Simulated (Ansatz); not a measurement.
Input file for C3H9InOSi2, SMILES `C#C[C]([SiH3])([InH2])O[SiH3]`:

```yaml
crystal:
  periodic: [false, false, false]
  atoms:
    - {symbol: C, position_ang: [2.514300, 0.793598, 0.549350]}
    - {symbol: C, position_ang: [1.473556, 0.274689, 0.228675]}
    - {symbol: C, position_ang: [0.237846, -0.322735, -0.180423]}
    - {symbol: Si, position_ang: [0.517367, -1.681437, -1.455313]}
    - {symbol: In, position_ang: [-1.028700, 1.285826, -1.132130]}
    - {symbol: O, position_ang: [-0.507967, -0.882302, 0.926462]}
    - {symbol: Si, position_ang: [-1.192588, 0.168051, 1.980352]}
    - {symbol: H, position_ang: [3.431887, 1.251843, 0.832012]}
    - {symbol: H, position_ang: [-0.793206, -2.280863, -1.815951]}
    - {symbol: H, position_ang: [1.103426, -1.035487, -2.662801]}
    - {symbol: H, position_ang: [1.437149, -2.737499, -0.957913]}
    - {symbol: H, position_ang: [-0.364237, 2.863616, -1.269830]}
    - {symbol: H, position_ang: [-2.522789, 0.728075, -1.785486]}
    - {symbol: H, position_ang: [-2.297649, -0.517884, 2.683544]}
    - {symbol: H, position_ang: [-1.756106, 1.292062, 1.125094]}
    - {symbol: H, position_ang: [-0.252268, 0.800437, 2.934369]}
basis:
  gaussian: {orbitals: def2-TZVPP}
correlation: {method: ccsd_t}
output: {orbitals: {seedname: orbitals}}
```

```sh
$ ansatz run in.yaml --threads 2 --pin off --events-out ev --progress --plain --max-ram 22528MiB --backend cuda --devices 0, --max-vram 18GiB
```

The program prints (abridged):

```
Functional definition: HF
2434 factors; integrals over basis functions are off by at most 1.0e-3 eV
mean field evaluation 1: about -26138.5225 eV, gradient 4.2e1 eV
mean field evaluation 2: about -26138.9732 eV, gradient 4.2e1 eV
mean field evaluation 4: about -26144.2724 eV, gradient 6.5e0 eV
mean field evaluation 8: about -26144.4087 eV, gradient 5.5e-1 eV
mean field -26144.40977946 eV, -960.7893380778 hartree, gradient 2.6e-6 eV, S^2 0.000000; 0 other end points of the search recorded, 0 dependent functions left out
18 core orbitals not correlated: weight in the atoms' cores, before any rotation towards them, 1.000 or more for the frozen orbitals, at most 0.000 for the correlated occupied ones
reference -26144.40977946 eV, -960.7893380778 hartree; 24, 24 occupied and 342, 342 virtual orbitals, 2434 factors
second order -34.19852120 eV of doubles, -0.00000000 eV of singles
cycle   1  -34.29210938 eV  change   -9.4e-2 eV  update   1.5e-1
cycle   2  -35.35820102 eV  change    -1.1e0 eV  update   4.8e-2
cycle   3  -35.58311364 eV  change   -2.2e-1 eV  update   2.5e-2
cycle   4  -35.56900222 eV  change    1.4e-2 eV  update   6.8e-3
cycle   5  -35.56585721 eV  change    3.1e-3 eV  update   3.1e-3
cycle   6  -35.56732234 eV  change   -1.5e-3 eV  update   9.1e-4
cycle   7  -35.56718563 eV  change    1.4e-4 eV  update   4.2e-4
cycle   8  -35.56712747 eV  change    5.8e-5 eV  update   1.6e-4
cycle   9  -35.56722401 eV  change   -9.7e-5 eV  update   7.2e-5
cycle  10  -35.56722907 eV  change   -5.1e-6 eV  update   2.8e-5
perturbative correction -1.50260232 eV, -0.0552196166 hartree
Total energy: -26181.47961085 eV, -962.1516292544 hartree
```

Hardware: 2 threads of an AMD EPYC 7R13 on a shared host and a share of an NVIDIA H100 80 GB. Wall time 31 s, peak host memory 0.9 GiB.

MP2 recovers 92.3 % of the CCSD(T) correlation energy and the triples give 4.1 %; T1 = 0.0144.
